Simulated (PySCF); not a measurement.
SMILES [SiH2](c1cccs1)[SiH2]C(C)C at its GFN2-xTB optimised geometry (Å):

```
24

C     -2.2403    -1.8520     1.1880
C     -2.7743    -0.5572     1.7939
C     -3.8849     0.0170     0.9196
Si    -1.3654     0.7142     2.0568
Si    -0.2797     1.1712     0.0589
C      1.3643     0.2671     0.0000
C      2.6298     0.7741     0.0052
C      3.6421    -0.2094     0.0025
C      3.1370    -1.4689     0.0000
S      1.4193    -1.4689     0.0000
H     -1.4665    -2.2862     1.8176
H     -3.0389    -2.5853     1.0773
H     -1.8115    -1.6703     0.2034
H     -3.2111    -0.7996     2.7690
H     -4.2973     0.9218     1.3616
H     -3.5078     0.2631    -0.0718
H     -4.6950    -0.7026     0.8023
H     -0.4653     0.1540     3.0791
H     -1.9657     1.9170     2.6561
H      0.0658     2.5853    -0.1393
H     -1.0158     0.7572    -1.1480
H      2.8281     1.8314     0.0074
H      4.6950     0.0119     0.0016
H      3.6640    -2.4025    -0.0049
```

Method: PBE0/def2-SVP in PySCF. Cells within 0.4 Å of a nucleus heavier than hydrogen are left out (blank, or x).

Map of the electron localisation function on the plane z = 0.8 Å:

```
|00000000000000000000000000000|
|00000000000000000000000000000|
|00000000000000000000000000000|
|00000000000000000000000000000|
|00000000000000000000000000000|
|00000000000000000000000000000|
|00000000000000110000000000000|
|00000000000003772000000000000|
|00000000000005994001310000000|
|00000000000015882007860000000|
|00004630001355540018960000000|
|00028981002794121026730000000|
|00018984003894256566520011000|
|00003755302798567786764687000|
|000477x1511255236642566898100|
|00599965521000015510476564000|
|00699971244300058753685100000|
|00299800358820289876663000000|
|00011007845720289974575100000|
|00000079984410078741388400000|
|00000099982100035310178400000|
|00000069950000001000023000000|
|00000002300000000000000000000|
|00000000000000000000000000000|
|00000000000000000000000000000|
|00000000000000000000000000000|
|00000000000000000000000000000|
|00000000000000000000000000000|
|00000000000000000000000000000|
```
Scale: ten equal steps from 0.000 (start of '0') to 0.998 (end of '9'), in the order '0123456789'; x runs from -7.00 to 7.00, y from -7.00 (bottom) to 7.00 (top).
